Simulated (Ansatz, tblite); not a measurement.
Removing and adding an electron: (Cl)2Al-O-SiH3 (AlSiCl₂OH₃). The state is a singlet with charge 0. Geometry: r2SCAN-D4/def2-SVP. Ansatz, gas phase; energy differences of separate SCF runs; the oxidised species was run as a doublet alone; the reduced species was run as a doublet alone.

Cartesian coordinates in Å:
```
Al -1.105 0.451 1.349
Cl -1.143 2.398 2.091
Cl -2.362 -0.984 2.188
O -0.074 0.044 0.091
Si 0.939 -0.380 -1.147
H 2.342 -0.011 -0.798
H 0.866 -1.852 -1.383
H 0.537 0.336 -2.392
```

The xTB rows come from tblite. HOMO above LUMO, or a gap near zero within one spin, warns that the state may not be the lowest or that an electron is smeared out.

```tsv
level	−HOMO (eV)	vertical IE (eV)	−LUMO (eV)	vertical EA (eV)	HOMO–LUMO gap (eV)	IE − EA (eV)	remarks
GFN1-xTB	12.23	14.70	7.85	5.36	4.38	9.35	–
GFN2-xTB	11.54	14.01	7.68	5.10	3.86	8.91	–
PBE-D4/def2-TZVP	7.53	10.15	2.05	–	5.48	–	gap within one spin near zero (+1 doublet)
PBE-D4/def2-TZVPD	7.57	–	2.21	0.34	5.36	–	HOMO above zero (-1 doublet)
r2SCAN-D4/def2-TZVP	7.90	10.43	1.61	–	6.29	–	–
r2SCAN-D4/def2-TZVPD	7.92	–	1.74	0.14	6.18	–	HOMO above zero (-1 doublet)
PBE0-D4/def2-TZVP	8.98	10.81	1.19	–	7.79	–	–
PBE0-D4/def2-TZVPD	9.00	–	1.40	0.16	7.60	–	HOMO above zero (-1 doublet)
```

   A HOMO above zero means that the electron is unbound at that level or that self-interaction error raises the level; the energy of removing that electron tells which. Raw xTB energy differences between charge states are shifted by several eV; the methods need an empirical correction for them.
